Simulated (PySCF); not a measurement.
**K: ionisation energy**

K [Ar] 4s1 (2S) → K⁺ [Ar] (1S), as a difference of total energies. All numbers are calculated (PySCF 2.14, scalar relativity by spin-free X2C-1e, in x2c-SVPall). The calculations carry no spin-orbit coupling.

```csv
method,ionisation energy (eV),error (eV)
UHF,3.995,-0.346
MN15,4.210,-0.131
LDA,4.521,+0.180
```

Reference: 4.341 eV (measured; NIST Atomic Spectra Database, ionization energies).
